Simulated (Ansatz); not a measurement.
Species: CH₅S₂Si, charge 0, multiplicity 2. It need not be the lowest isomer of its formula. 
Coordinates optimised at B3LYP-D3(BJ)/def2-TZVP (Ansatz, an electronic-structure program):
```
Si
C 1 1.8796
H 2 1.0903 1 110.01
H 2 1.0913 3 108.82 1 -121.37
H 2 1.0930 3 108.42 4 -118.16
S 1 2.1526 2 105.39 3 -177.88
H 6 1.3436 1 94.82 2 -172.58
S 1 2.1626 2 113.12 3 60.14
H 8 1.3475 1 95.66 2 73.61
```
Charge 0, spin multiplicity 2.

Wanted: atomisation energy (electronic, to ground-state atoms), in kcal/mol. Valence correlation only, unless marked. UHF or UKS for open shells. Spin-orbit coupling is left out. Non-relativistic unless marked X2C. The coupled-cluster limit lacks core correlation, which all-electron functionals hold. CBS marks a two-point X^-3 extrapolation of the correlation energy; Hartree-Fock from the larger set.

```csv
level,program,atomisation energy (kcal/mol)
PBE-D4/def2-TZVPD,Ansatz + dftd4,714.1
BLYP/def2-TZVPD,Ansatz,683.7
```

### Question
What does CCSD(T)/CBS(cc-pV(T+d)Z,cc-pV(Q+d)Z) (Ansatz) give?

### Answer
703.4 kcal/mol, so BLYP/def2-TZVPD differs from it by -19.7 kcal/mol.
